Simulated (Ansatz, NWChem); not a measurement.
# Heat of formation of CHBrClF (SMILES FC(Cl)Br) from total energies

CHBrClF: 5 atoms, total charge 0, spin state singlet. SMILES: `FC(Cl)Br`. Geometry: relaxed at PBE0-D4/def2-TZVP.

```xyz
5

F    -0.4689    0.1669    1.2927
C     0.0496    0.1038    0.0597
Cl    1.3961   -1.0183    0.0388
Br   -1.3337   -0.4110   -1.1900
H     0.4068    1.0849   -0.2425
```

Total energies at MP2/def2-SVPD, 16 core orbitals frozen (NWChem 7.3.0); the atoms run unrestricted:

| species | state | energy (Eh) |
| --- | --- | --- |
| CHBrClF | singlet | -3169.949609 |
| F | doublet | -99.435729 |
| C | triplet | -37.699761 |
| Cl | doublet | -459.445574 |
| Br | doublet | -2572.297228 |
| H | doublet | -0.499278 |

Harmonic wavenumbers at PBE0-D4/def2-TZVP, in cm⁻¹: 224, 317, 432, 667, 790, 1122, 1223, 1328, 3161.

Measured heats of formation of the gaseous atoms at 298.15 K, in kJ/mol: F 79.4, C 716.9, Cl 121.3, Br 111.9, H 218.0. Spin-orbit lowering of the atoms at 298 K (mean of the ground term's levels less their thermal mean, from spectra), in kJ/mol: F 1.29, C 0.02, Cl 3.44, Br 14.69. Take 1 Eh = 2625.50 kJ/mol, 1 cm⁻¹ = 0.0119627 kJ/mol, RT = 2.479 kJ/mol.

Question: What heat of formation follows?

Answer: 
1. Electronic atomisation energy: (-99.435729) + (-37.699761) + (-459.445574) + (-2572.297228) + (-0.499278) − (-3169.949609) = 0.572039 Eh = 1501.9 kJ/mol.
2. Zero-point energy: half the sum of the wavenumbers, 4632 cm⁻¹ = 55.4 kJ/mol.
3. Thermal vibrational enthalpy, Σ hcν̃/(exp(hcν̃/kT) − 1): 3.8 kJ/mol. Translation, rotation and pV of a non-linear molecule: 4 RT = 9.9 kJ/mol.
4. The 5 free atoms carry 5/2 RT each: 31.0 kJ/mol.
5. Spin-orbit coupling lowers the free atoms by 1.29 + 0.02 + 3.44 + 14.69 = 19.4 kJ/mol.
6. Atomisation enthalpy at 298 K: 1501.9 − 19.4 − 55.4 − 3.8 − 9.9 + 31.0 = 1444.4 kJ/mol.
7. Sum of the atoms' heats of formation: 1247.5 kJ/mol. Heat of formation: 1247.5 − 1444.4 = -196.9 kJ/mol.

The tabulated value is -231.8 kJ/mol (Active Thermochemical Tables), so this level is off by +34.9 kJ/mol, or 2.4 % of the atomisation enthalpy. Perturbation theory converges slowly with the basis for atomisation. Relativity is left out. A double-zeta basis underbinds. Anharmonicity and any spin-orbit splitting of the molecule are left out, and so is core correlation.
